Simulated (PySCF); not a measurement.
# Spin-rotation constants: `C1CC(=C)CC1=S`, C6H8S

Geometry (Å), atoms numbered from 1 in this order:
```xyz
15

C    -2.1687    0.2402   -0.0649
C    -0.8601    0.0971   -0.1564
C    -0.0992   -1.1999   -0.0865
C     1.2824   -0.8083    0.4437
C     1.4458    0.6403    0.1090
S     2.8336    1.4674    0.2149
C     0.1342    1.2121   -0.3215
H    -2.6384    1.2070   -0.1239
H    -2.8233   -0.6039    0.0661
H    -0.0105   -1.6182   -1.0932
H    -0.5993   -1.9364    0.5401
H     2.0974   -1.4076    0.0367
H     1.3233   -0.9114    1.5328
H    -0.1223    2.1057    0.2508
H     0.2008    1.5238   -1.3696
```

Method: PySCF, GIAO HF/pcSseg-1 magnetisability, rotational g tensor and spin-rotation constants, non-relativistic, gas phase. Geometry: GFN2-xTB.

**Question.** Give the nuclear spin-rotation constants along the inertial axes (H = +C I·J) beside the isotropic shieldings.

**Answer.** Rotational constants 5.4500, 1.3819, 1.1396 GHz. A star marks the isotopologue with that one atom substituted, in its own axes.
| atom | isotope | Caa (kHz) | Cbb (kHz) | Ccc (kHz) | mean (kHz) | σ (ppm) |
| --- | --- | --- | --- | --- | --- | --- |
| H8 | 1H | -0.555 | 0.114 | -0.132 | -0.191 | 26.8 |
| H9 | 1H | 0.148 | -0.060 | -0.132 | -0.015 | 26.7 |
| H10 | 1H | -0.577 | -0.132 | 0.022 | -0.229 | 29.4 |
| H11 | 1H | -0.281 | -0.076 | -0.086 | -0.147 | 29.5 |
| H12 | 1H | -0.472 | -0.015 | -0.088 | -0.192 | 28.9 |
| H13 | 1H | -0.681 | -0.116 | 0.030 | -0.256 | 29.2 |
| H14 | 1H | -0.630 | 0.006 | -0.065 | -0.229 | 28.4 |
| H15 | 1H | -0.636 | -0.097 | 0.018 | -0.238 | 28.5 |
| C1 | 13C* | 1.527 | 0.572 | 0.152 | 0.750 | 78.4 |
| C2 | 13C* | 2.004 | 0.679 | 0.187 | 0.957 | 37.3 |
| C3 | 13C* | 0.825 | 0.177 | 0.199 | 0.400 | 161.5 |
| C4 | 13C* | 0.998 | 0.215 | 0.218 | 0.477 | 144.6 |
| C5 | 13C* | 3.622 | 1.153 | 0.208 | 1.661 | -106.6 |
| S6 | 33S* | 5.514 | 0.920 | 0.171 | 2.202 | -260.6 |
| C7 | 13C* | 0.875 | 0.274 | 0.219 | 0.456 | 140.7 |

For the geometry as given, no vibrational averaging.

**Question.** How do the rotational constants and the g tensor change when H8, H9, H10, H11, H12, H13, H14, H15 are replaced by deuterium?

**Answer.** Constants 4.2132, 1.2642, 1.0231 GHz; g -0.0627, -0.0223, -0.0057, against -0.0812, -0.0240, -0.0061 before.
